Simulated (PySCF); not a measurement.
## Correlation energy of P⁻ (phosphorus, charge -1)

[Ne] 3s2 3p4, high-spin 3P determinant. All numbers are calculated (PySCF 2.14, the non-relativistic Hamiltonian (point nucleus), in def2-TZVPPD). Frozen: [Ne]; 6 electrons correlated.

MP2 pair energies summed by pair of shells (mhartree):

| pair | energy | share (%) |
| --- | --- | --- |
| 3s-3p | -50.14 | 46.0 |
| 3p-3p | -48.49 | 44.5 |
| 3s-3s | -10.32 | 9.5 |

Total MP2 correlation energy: -108.96 mhartree.

Same-spin part -25.62 and opposite-spin part -83.33 mhartree; SCS-MP2 scales them by 1/3 and 6/5 to -108.54 mhartree.
